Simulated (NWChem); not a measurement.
All runs are NWChem calculations. System: As, charge 0, spin multiplicity 4. Its SCF solution wasn't tested for a lower state. Level: UMP2/def2-TZVP, 9 core orbitals frozen.

Output (cleaned and shortened):

```
             Northwest Computational Chemistry Package (NWChem) 7.3.0
             --------------------------------------------------------

                                NWChem Input Module
                                -------------------

 Scaling coordinates for geometry "geometry" by  1.889725989
 (inverse scale =  0.529177249)

                             Geometry "geometry" -> ""
                             -------------------------

 Output coordinates in angstroms (scale by  1.889725989 to convert to a.u.)

  No.       Tag          Charge          X              Y              Z
 ---- ---------------- ---------- -------------- -------------- --------------
    1 As                  33.0000     0.00000000     0.00000000     0.00000000

 Effective nuclear repulsion energy (a.u.)       0.0000000000

            Nuclear Dipole moment (a.u.)
            ----------------------------
        X                 Y               Z
 ---------------- ---------------- ----------------
     0.0000000000     0.0000000000     0.0000000000

      Symmetry information
      --------------------

 Group name             D2h
 Group number             26
 Group order               8
 No. of unique centers     1

      Symmetry unique atoms

     1


 Summary of "ao basis" -> "" (spherical)
 ------------------------------------------------------------------------------
       Tag                 Description            Shells   Functions and Types
 ---------------- ------------------------------  ------  ---------------------
 *                         def2-tzvp                  on all atoms

 Summary of "ao basis" -> "ao basis" (spherical)
 ------------------------------------------------------------------------------
       Tag                 Description            Shells   Functions and Types
 ---------------- ------------------------------  ------  ---------------------
 As                        def2-tzvp                16       48   6s5p4d1f

                                 NWChem SCF Module
                                 -----------------

  ao basis        = "ao basis"
  functions       =    48
  atoms           =     1
  alpha electrons =    18
  beta  electrons =    15
  charge          =   0.00
  wavefunction    = UHF
  use symmetry    = T
  symmetry adapt  = T

 Summary of "ao basis" -> "ao basis" (spherical)
 ------------------------------------------------------------------------------
       Tag                 Description            Shells   Functions and Types
 ---------------- ------------------------------  ------  ---------------------
 As                        def2-tzvp                16       48   6s5p4d1f

      Symmetry analysis of basis
      --------------------------

        ag         14
        au          1
        b1g         4
        b1u         7
        b2g         4
        b2u         7
        b3g         4
        b3u         7

 Forming initial guess at       0.0s

   Symmetry analysis of molecular orbitals - initial alpha
   -------------------------------------------------------

  Numbering of irreducible representations:

     1 ag          2 au          3 b1g         4 b1u         5 b2g
     6 b2u         7 b3g         8 b3u

  Orbital symmetries:

     1 ag          2 ag          3 b1u         4 b3u         5 b2u
     6 ag          7 b1u         8 b2u         9 b3u        10 ag
    11 ag         12 b1g        13 b2g        14 b3g        15 ag
    16 b3u        17 b2u        18 b1u        19 ag         20 b3g
    21 b2g        22 ag         23 b1g        24 ag         25 b2u
    26 b3u        27 b1u        28 ag

   Symmetry analysis of molecular orbitals - initial beta
   ------------------------------------------------------

  Numbering of irreducible representations:

     1 ag          2 au          3 b1g         4 b1u         5 b2g
     6 b2u         7 b3g         8 b3u

  Orbital symmetries:

     1 ag          2 ag          3 b1u         4 b2u         5 b3u
     6 ag          7 b1u         8 b2u         9 b3u        10 ag
    11 ag         12 b1g        13 b2g        14 b3g        15 ag
    16 b1u        17 b3u        18 b2u        19 ag         20 b3g
    21 b2g        22 ag         23 b1g        24 ag         25 b2u
[...]
    21      0.769526  1 As pz                18      0.271950  1 As pz
    12     -0.241490  1 As pz

 Vector   17  Occ=0.000000D+00  E= 5.111482D-02  Symmetry=b2u
              MO Center=  5.0D-32,  2.5D-19,  2.4D-31, r^2= 2.7D+00
   Bfn.  Coefficient  Atom+Function         Bfn.  Coefficient  Atom+Function
  ----- ------------  ---------------      ----- ------------  ---------------
    20      0.769526  1 As py                17      0.271950  1 As py
    11     -0.241490  1 As py

 Vector   18  Occ=0.000000D+00  E= 5.111482D-02  Symmetry=b3u
              MO Center=  2.2D-19, -3.0D-29,  8.2D-29, r^2= 2.7D+00
   Bfn.  Coefficient  Atom+Function         Bfn.  Coefficient  Atom+Function
  ----- ------------  ---------------      ----- ------------  ---------------
    19      0.769526  1 As px                16      0.271950  1 As px
    10     -0.241490  1 As px

 center of mass
 --------------
 x =   0.00000000 y =   0.00000000 z =   0.00000000

 moments of inertia (a.u.)
 ------------------
           0.000000000000           0.000000000000           0.000000000000
           0.000000000000           0.000000000000           0.000000000000
           0.000000000000           0.000000000000           0.000000000000

  Mulliken analysis of the total density
  --------------------------------------

    Atom       Charge   Shell Charges
 -----------   ------   -------------------------------------------------------
    1 As  33    33.00   2.00  2.00  1.17  0.78  1.04  1.01  5.99  5.76  0.35  1.51  1.38  8.94  1.06 -0.02  0.02  0.00

  Mulliken analysis of the alpha density
  --------------------------------------

    Atom       Charge   Shell Charges
 -----------   ------   -------------------------------------------------------
    1 As  33    18.00   1.00  1.00  0.59  0.39  0.51  0.51  3.00  2.90  0.21  1.51  1.38  4.46  0.54 -0.00  0.01  0.00

   Mulliken analysis of the beta density
   -------------------------------------

    Atom       Charge   Shell Charges
 -----------   ------   -------------------------------------------------------
    1 As  33    15.00   1.00  1.00  0.59  0.39  0.52  0.50  3.00  2.86  0.14 -0.00  0.00  4.49  0.52 -0.02  0.01  0.00

   Mulliken analysis of the spin density
   -------------------------------------

    Atom       Charge   Shell Charges
 -----------   ------   -------------------------------------------------------
    1 As  33     3.00  -0.00 -0.00 -0.00 -0.00 -0.01  0.01  0.00  0.03  0.07  1.51  1.38 -0.03  0.01  0.02  0.00  0.00

       Multipole analysis of the density wrt the origin
       ------------------------------------------------

     L   x y z        total         alpha         beta         nuclear
     -   - - -        -----         -----         ----         -------
     0   0 0 0     -0.000000    -18.000000    -15.000000     33.000000

     1   1 0 0     -0.000000     -0.000000     -0.000000      0.000000
     1   0 1 0      0.000000      0.000000     -0.000000      0.000000
     1   0 0 1      0.000000     -0.000000      0.000000      0.000000

     2   2 0 0    -13.596952    -10.465697     -3.131255      0.000000
     2   1 1 0      0.000000      0.000000      0.000000      0.000000
     2   1 0 1      0.000000      0.000000      0.000000      0.000000
     2   0 2 0    -13.596952    -10.465697     -3.131255      0.000000
     2   0 1 1      0.000000      0.000000      0.000000      0.000000
     2   0 0 2    -13.596952    -10.465697     -3.131255      0.000000

                   NWChem MP2 Semi-direct Energy/Gradient Module
                   ---------------------------------------------

  Basis functions       =     48
  Molecular orbitals    =     48
  Frozen core           =      9
  Frozen virtuals       =      0
  Active alpha occupied =      9
  Active beta occupied  =      6
  Active alpha virtual  =     30
  Active beta virtual   =     33
  Use MO symmetry       = T
  Use skeleton AO sym   = T

  AO/Fock/Back tols     =   1.0D-09  1.0D-09  1.0D-09

 GA uses MA = F    GA memory limited = T

 Available:
  local mem=  1.26D+08
 global mem=  1.44D+08
 local disk=  0.00D+00
  mp2_memr nvloc                    30
  nvloc new                    30
   1 passes of   9:        3145728                      18194                   1083573.
   1 passes of   9: M    126152323           G      144174592           F     123006595.

 Semi-direct pass number   1 of   1  for UHF alpha       at        0.6s
  vrange nnbf                  1176
  mp2_eaftype                    10  avail_ma_in_mb                  1099
 EAF : mp2_eaftype filesize          10     541787.
  mp2_eaf for mointskh                     10
Node 0 wrote      2.5 Mb in      0.0 s     Agg I/O rate:  1033.3 Mb/s
 Done moints_semi at        1.9s
  mp2_eaftype                    10  avail_ma_in_mb                  1089
 EAF : mp2_eaftype filesize          10     541787.
  mp2_eaf for kh                    10
 Done maket at        1.9s
 Done multipass loop at        1.9s

 GA uses MA = F    GA memory limited = T

 Available:
  local mem=  1.26D+08
 global mem=  1.44D+08
 local disk=  0.00D+00
  mp2_memr nvloc                    33
  nvloc new                    33
   1 passes of   6:        3145728                      14596                    795688.
   1 passes of   6: M    126152323           G      144174592           F     123006595.

 Semi-direct pass number   1 of   1  for UHF beta        at        1.9s
  vrange nnbf                  1176
  mp2_eaftype                    10  avail_ma_in_mb                  1099
 EAF : mp2_eaftype filesize          10     397844.
  mp2_eaf for mointskh                     10
Node 0 wrote      1.9 Mb in      0.0 s     Agg I/O rate:  1188.7 Mb/s
 Done moints_semi at        3.1s
  mp2_eaftype                    10  avail_ma_in_mb                  1089
 EAF : mp2_eaftype filesize          10     397844.
  mp2_eaf for kh                    10
 Done maket at        3.1s
 Done multipass loop at        3.1s

          -------------------------------------------
          SCF energy               -2234.194167556981
          Correlation energy          -0.195745461398
          Singlet pairs                0.000000000000
          Triplet pairs                0.000000000000
          Total MP2 energy         -2234.389913018380
          -------------------------------------------

          ---------------------------------------------------
                    Spin Component Scaled (SCS) MP2
          Same spin pairs                     -0.066577902445
          Same spin scaling factor             0.333333333333
          Opposite spin pairs                 -0.129167558953
          Opposite spin scaling fact.          1.200000000000
          SCS-MP2 correlation energy          -0.177193704892
          Total SCS-MP2 energy             -2234.371361261874
          ---------------------------------------------------

 -----------------------
 Performance information
 -----------------------

 Timer overhead =  1.95D-07 seconds/call

               Nr. of calls         CPU time (s)                 Wall time (s)                GFlops
             ---------------    -------------------     ------------------------------   -------------------
Name         Min   Avg   Max    Min     Avg     Max     Min     Avg     Max   Mx/calls   Min     Max     Sum
mp2: moin     2     2     2    2.4     2.4     2.4      2.4     2.4     2.4     1.2      0.0     0.0     0.0
mp2: make     2     2     2   2.74E-2 2.74E-2 2.74E-2  2.74E-2 2.74E-2 2.74E-2 1.37E-2   0.0     0.0     0.0
mp2: tota     1     1     1    2.5     2.5     2.5      2.5     2.5     2.5     2.5      0.0     0.0     0.0

 The average no. of pstat calls per process was 5.00D+00
 with a timing overhead of 9.76D-07s

 Task  times  cpu:        3.1s     wall:        3.1s

 Total times  cpu:        3.1s     wall:        3.1s
```

### Question
Write an NWChem input that would produce this output.

### Answer
This is not unique; one that fits is 
```
start mol
memory heap 200 mb stack 900 mb global 1100 mb
geometry units angstroms nocenter noautoz
  As     0.000000     0.000000     0.000000
  symmetry group D2h
end
basis spherical
  * library def2-tzvp
end
scf
  uhf
  nopen 3
  maxiter 100
  thresh 1e-7
  semidirect memsize 60000000 filesize 0
  # guess.movecs holds the orbitals of an unrestricted PBE0 run
  vectors input guess.movecs output mol.movecs
end
mp2
  freeze core 9
end
task mp2 energy
```
